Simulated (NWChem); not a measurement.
Molecule: BeSi2H6O; SMILES [SiH3][Be][O][SiH3]

```xyz
10

Be    -0.3507     0.2920     0.4304
Si    -1.5510     1.2771     1.9439
H     -1.9098     0.3481     3.0649
H     -2.8393     1.8049     1.3867
H     -0.8342     2.4423     2.5579
O      0.4360    -0.3548    -0.5556
Si     1.3570    -1.1176    -1.7006
H      0.4862    -1.9694    -2.5633
H      2.3792    -1.9777    -1.0352
H      2.0480    -0.1038    -2.5507
```
Atoms are numbered in this order, from 1.

Structure relaxed at the PBE0/def2-SVP level. B3LYP is NWChem's, with the RPA form of VWN correlation.

**Question.** Give the principal values of the shielding tensors (ppm) of Be1, Si2, O6, Si7 from B3LYP/6-31G* (spherical d), GIAO (NWChem), with their diamagnetic and paramagnetic parts as GIAO splits them.

**Answer.** 
```csv
atom,σ11,σ22,σ33,isotropic,diamagnetic,paramagnetic
Be1,75.4,75.4,159.4,103.4,149.9,-46.5
Si2,504.0,527.4,527.7,519.7,883.7,-364.0
O6,222.3,222.4,342.9,262.5,384.7,-122.2
Si7,401.2,401.2,499.5,434.0,880.0,-446.1
```
